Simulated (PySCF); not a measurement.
C8H9O (doublet state).
Cartesian coordinates in Å at the GFN2-xTB level; atoms count from 1:
```
atom  x, y, z in Å
C1    -2.610   -0.793   -0.029
C2    -1.732    0.227   -0.709
O3    -2.193    1.076   -1.442
C4    -0.274    0.145   -0.441
C5     0.535    1.025   -1.037
C6     2.013    1.097   -0.894
C7     2.532    0.015    0.044
C8     1.706   -0.816    0.599
C9     0.252   -0.931    0.496
H10   -3.647   -0.615   -0.305
H11   -2.507   -0.720    1.051
H12   -2.324   -1.797   -0.333
H13    0.085    1.762   -1.692
H14    2.486    0.989   -1.877
H15    2.299    2.084   -0.512
H16    3.599   -0.002    0.202
H17   -0.022   -1.922    0.117
H18   -0.206   -0.819    1.485
```

The hyperfine couplings belong to this conformer and change with its torsions.

Identity: `CC(=O)C1=CCC=[C]C1` [radical].

Method used: PySCF 2.14.0, UKS B3LYP, pcH-1 on C H O, non-relativistic, mean-field spin-orbit, GIAO. The structure is a single GFN2-xTB conformer in the gas phase; no vibrational or solvent corrections. A GFN2-xTB geometry isn't a minimum of the functional, and hyperfine couplings can be far from their values at a DFT geometry. The SCF solution wasn't tested for stability.

(1) Break the g tensor into its mass correction, gauge correction and orbital-Zeeman/spin–orbit terms.

(2) What are the electron Larmor frequencies g μB B/h along the three axes at 350 mT?

(3) At 9.749 GHz, how far is the centre of the isotropic spectrum from where a free electron (g = 2.002319) resonates?

(4) In a frozen sample, at which fields do the three g values resonate at 9.5, 34, 94 and 263 GHz (hyperfine left aside), and which band first spreads them over more than twice a line width of 0.5 mT?

Results:

(1) 
| Δg (ppm) | 1 | 2 | 3 |
| --- | --- | --- | --- |
| relativistic mass correction | -164 | -164 | -164 |
| gauge correction | 36 | 8 | -15 |
| orbital Zeeman/spin–orbit | -640 | -69 | 1140 |
| total | -768 | -226 | 960 |

So g = 2.00155, 2.00209, 2.00328 and g_iso = 2.00231; the tensor is rhombic: the two nearest values differ by 31 % of g3 − g1. Axes: g2 points within 1° of the C6–C7 bond.

(2) 9.8050, 9.8076, 9.8134 GHz for g1, g2 and g3, a range of 8.5 MHz.

(3) B = hν/(g μB) with μB/h = 13.99624 MHz/mT gives 347.87 mT for the free electron and 347.87 mT at g_iso, the same within 0.01 mT.

(4) 
```tsv
band	GHz	B(g3) mT	B(g2) mT	B(g1) mT	spread mT
X	9.5	338.82	339.02	339.11	0.29
Q	34.0	1212.62	1213.34	1213.67	1.05
W	94.0	3352.55	3354.53	3355.44	2.90
J	263.0	9380.00	9385.55	9388.10	8.10
```

The spread grows in proportion to the frequency. Q band is the first where it exceeds 1.0 mT.

The Mulliken spin populations are largest on C8 (+1.00), C7 (-0.14) and C6 (+0.08). C8 is the only atom above +0.15.

The HOMO–LUMO gaps are 4.62 eV among the α and 4.68 eV among the β orbitals.
